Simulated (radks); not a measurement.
Sr, 38 electrons, occupied as [Kr] 4d2 (not the ground configuration).

Calculated with a radial shooting solver on a logarithmic mesh with Libxc functionals: scalar-relativistic Kohn-Sham, LDA (Slater exchange, Perdew-Wang correlation), spin-polarised, spherical densities, finite nucleus; open shells are filled with parallel spins first (spin-orbit coupling, left out, can overturn this in heavy ions); Fermi nuclear charge, rms radius 4.224 fm.

Energy parts (hartree):
part                       energy
total                 -3175.62206
kinetic                3255.41894
electron-nucleus      -7653.85339
Hartree                1324.09325
exchange-correlation   -101.28086

Orbitals (lengths in bohr, moments of r in powers of bohr; <r^-3> diverges for s and p1/2):
orbital  occ.  eigenvalue (hartree)     <r^2>      <r>  <r^-3>
1s down     1             -584.7208  0.002072  0.03921       -
1s up       1             -584.7206  0.002072  0.03921       -
2s up       1             -79.13729   0.03516   0.1727       -
2s down     1             -79.13586   0.03516   0.1727       -
2p up       3             -70.37390   0.02769   0.1505    1800
2p down     3             -70.37287   0.02769   0.1505    1800
3s up       1             -12.16521    0.2792   0.4931       -
3s down     1             -12.16424    0.2792   0.4931       -
3p up       3              -9.33730    0.2911   0.4992   279.1
3p down     3              -9.33626    0.2910   0.4992   279.1
3d up       5              -4.65083    0.3032   0.4986   35.28
3d down     5              -4.64934    0.3031   0.4985   35.28
4s up       1              -1.44823     2.118    1.363       -
4s down     1              -1.43597     2.103    1.358       -
4p up       3              -0.79132     2.925    1.589   30.70
4p down     3              -0.77496     2.882    1.578   31.19
4d up       2              -0.04059     23.35    4.201  0.6603
4d down     0              -0.01359     40.47    5.314  0.5497

The highest occupied level is 4d up at -1.105 eV. The electron density at the nucleus is 6.168e+04 e/bohr^3 (large components only). The spin density at the nucleus is -0.5906 e/bohr^3 (1s 0.0011, 2s -0.0573, 3s 0.0259, 4s -0.5603). Summed over all electrons, <r^2> = 73.93 bohr^2, which gives a Langevin (diamagnetic) susceptibility term of -58.5 x 10^-6 cm^3/mol. The density falls to 0.001 e/bohr^3 at r = 4.71 bohr. Spin moment in Bohr magnetons: 2.
